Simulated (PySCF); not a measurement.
Job file and geometry (Å, from GFN2-xTB) of an NMR shielding run on `CC(C)[P@+]1([AlH3-])C[C@H](F)C1`, C₆H₁₅AlFP, GIAO PBE0/pcSseg-1 NMR shielding, non-relativistic, gas phase (PySCF 2.14.0, density-fitted response routines); density fitting, a coarse starting grid and PySCF grid level 2 are the driver's defaults:

```
{"job": {"kind": "nmr", "xc": "PBE0", "basis": "pcSseg-1"}, "charge": 0, "multiplicity": 1}
C     -1.759117    -1.204389    -1.441733
C     -1.169700    -0.918241    -0.064749
C     -2.211113    -0.337615     0.885718
P      0.188975     0.339656    -0.250685
Al     0.365244     2.804997    -0.275970
C      1.673380    -0.621870    -0.836885
C      2.388497    -0.370724     0.495824
F      2.911324    -1.523481     1.036700
C      1.195282     0.165257     1.295502
H     -0.998003    -1.594622    -2.116237
H     -2.562944    -1.934682    -1.368687
H     -2.163174    -0.289795    -1.873740
H     -0.742937    -1.835493     0.358418
H     -2.615712     0.587115     0.476169
H     -3.030023    -1.039768     1.031566
H     -1.769712    -0.114646     1.856065
H     -0.335502     2.989305     1.120857
H     -0.376163     3.212719    -1.587517
H      1.942955     2.748308    -0.272765
H      2.181784    -0.225088    -1.713434
H      1.462649    -1.681777    -0.982057
H      3.218442     0.337136     0.420999
H      0.813232    -0.578390     1.995396
H      1.380600     1.105853     1.818802
```

**Question.** Write the output of this run.

**Answer.** 
```
coarse grid: 20152 points
cycle   1  E = -920.4331241244  dE =  7.760e-01  |g| = 5.873e-01  |ddm| = 4.241e+00
cycle   2  E = -920.4109265127  dE =  2.220e-02  |g| = 7.328e-01  |ddm| = 9.853e-01
cycle   3  E = -920.5057289082  dE = -9.480e-02  |g| = 7.942e-02  |ddm| = 5.592e-01
cycle   4  E = -920.5066876876  dE = -9.588e-04  |g| = 3.507e-02  |ddm| = 8.802e-02
cycle   5  E = -920.5069437517  dE = -2.561e-04  |g| = 6.524e-03  |ddm| = 3.535e-02
cycle   6  E = -920.5069536830  dE = -9.931e-06  |g| = 2.652e-03  |ddm| = 1.093e-02
final grid: 183248 points
cycle   7  E = -920.5691125701  dE = -4.644e-05  |g| = 1.104e-02  |ddm| = 3.680e-02
cycle   8  E = -920.5690906415  dE =  2.193e-05  |g| = 1.480e-02  |ddm| = 2.249e-02
cycle   9  E = -920.5691429617  dE = -5.232e-05  |g| = 1.269e-03  |ddm| = 1.345e-02
cycle  10  E = -920.5691432458  dE = -2.841e-07  |g| = 2.937e-04  |ddm| = 1.174e-03
cycle  11  E = -920.5691432607  dE = -1.488e-08  |g| = 7.921e-05  |ddm| = 3.207e-04
cycle  12  E = -920.5691432621  dE = -1.475e-09  |g| = 2.458e-05  |ddm| = 1.168e-04
cycle  13  E = -920.5691432623  dE = -1.473e-10  |g| = 4.851e-06  |ddm| = 2.548e-05
converged SCF energy = -920.5691432623

GIAO shielding tensors (ppm)
atom      isotropic    diamagn.    paramagn.     s11        s22        s33       span
  0 C      167.439     248.731     -81.291    155.109    160.337    186.872     31.763
  1 C      145.457     253.404    -107.948    129.541    143.207    163.623     34.082
  2 C      167.665     249.307     -81.643    156.253    160.950    185.792     29.539
  3 P      392.219     970.672    -578.453    318.474    382.987    475.196    156.722
  4 Al     437.076     795.914    -358.838    424.327    426.023    460.879     36.552
  5 C      154.461     257.949    -103.489    137.884    150.733    174.765     36.881
  6 C       99.425     249.975    -150.551     67.187     79.715    151.371     84.185
  7 F      331.123     470.928    -139.804    248.919    370.496    373.955    125.037
  8 C      149.300     258.289    -108.989    135.473    138.446    173.980     38.507
  9 H       30.239      31.275      -1.036     24.979     29.645     36.095     11.116
 10 H       30.308      29.407       0.900     25.774     27.144     38.005     12.230
 11 H       30.653      30.945      -0.291     26.417     29.174     36.369      9.952
 12 H       29.466      35.079      -5.612     26.359     28.460     33.580      7.221
 13 H       30.696      31.280      -0.584     26.462     29.358     36.268      9.806
 14 H       30.378      29.775       0.603     25.823     27.228     38.084     12.261
 15 H       30.223      31.922      -1.698     25.050     29.834     35.786     10.736
 16 H       27.724      30.256      -2.532     24.483     27.277     31.413      6.929
 17 H       27.701      29.472      -1.771     23.964     26.265     32.873      8.909
 18 H       27.802      30.564      -2.763     24.121     27.996     31.288      7.166
 19 H       28.939      31.930      -2.992     25.752     26.284     34.780      9.028
 20 H       29.397      33.266      -3.869     26.031     28.684     33.476      7.445
 21 H       26.187      31.180      -4.993     21.788     27.771     29.001      7.213
 22 H       29.222      33.700      -4.478     26.314     28.295     33.056      6.742
 23 H       28.713      32.973      -4.260     25.292     27.567     33.280      7.989
```

Size and cost of the density-fitted run: 242 basis functions, 55 s wall time on 1 thread of an x86-64 server CPU, shared host.
